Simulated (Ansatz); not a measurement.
Energy landscape of F₂Si, singlet: symmetric bend, bond length relaxed. Scanned: F-Si-F angle. Other coordinates (Si-F bond length) were minimised at PBE0/def2-TZVP.

Level of theory: Ansatz (a first-principles code) with CCSD(T) on RHF/aug-cc-pVQZ, frozen core.

Scanned values (°): 180, 167, 157, 147, 137, 127, 117, 107, 97, 87, 80.

Question: Locate the minima and the barriers on this grid.

Answer: Lower than their neighbours: 97° (0.0 kcal/mol). Higher than their neighbours: 180° (43.2 kcal/mol, end of the scan), 80° (13.8 kcal/mol, end of the scan). The whole profile spans 43.2 kcal/mol.
